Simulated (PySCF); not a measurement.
Isomers of C6H9F2N, from PySCF 2.14.0, PBE0-D3(BJ)/def2-SVP geometry optimisation, gas phase. One conformer each, no zero-point energy, no frequencies.

**Question.** Which is lowest in electronic energy at this level?
A. `[CH2:1]=[CH:2][C@@H:3]1[CH2:4][NH:5][C@@H:6]1[CH:7]([F:8])[F:9]` with C1–C2–C3–C4 -133°, N5–C6–C7–F8 69°, C2–C3–C4–N5 -139°, C3–C4–N5–C6 17°, C4–N5–C6–C7 101°, C2–C3–C6–N5 138°: A = 2512, B = 1216, C = 1005 MHz, dipole 1.52 D
B. `[CH3:1][C@@H:2]1[CH2:3][N:4]=[C:5]([CH:6]([F:7])[F:8])[CH2:9]1` with N4–C5–C6–F7 122°, C1–C2–C3–N4 -96°, C2–C3–N4–C5 -15°, N4–C5–C9–C2 15°, C1–C2–C9–C5 98°: A = 3116, B = 1032, C = 948.3 MHz, dipole 2.23 D
C. `[F:1][CH:2]([F:3])[C:4]1([C@H:5]2[CH2:6][NH:7]2)[CH2:8][CH2:9]1` with F1–C2–C4–C5 57°, C2–C4–C5–C6 91°: A = 2231, B = 1423, C = 1160 MHz, dipole 1.10 D

**Answer.** B. That is `C[C@@H]1CN=C(C(F)F)C1`, 31.6 kcal/mol below the next.

```csv
SMILES,mapped SMILES,E (Eh),relative (kcal/mol),relative (kJ/mol),dipole (D)
C[C@@H]1CN=C(C(F)F)C1,[CH3:1][C@@H:2]1[CH2:3][N:4]=[C:5]([CH:6]([F:7])[F:8])[CH2:9]1,-487.60755,0.0,0.0,2.23
C=C[C@@H]1CN[C@@H]1C(F)F,[CH2:1]=[CH:2][C@@H:3]1[CH2:4][NH:5][C@@H:6]1[CH:7]([F:8])[F:9],-487.55719,31.6,132.2,1.52
FC(F)C1([C@H]2CN2)CC1,[F:1][CH:2]([F:3])[C:4]1([C@H:5]2[CH2:6][NH:7]2)[CH2:8][CH2:9]1,-487.55669,31.9,133.5,1.10
```

As drawn, the lowest has a C=N bond, which the highest lacks; the highest has a three-membered ring, an N–H bond and a quaternary carbon, which the lowest lacks.
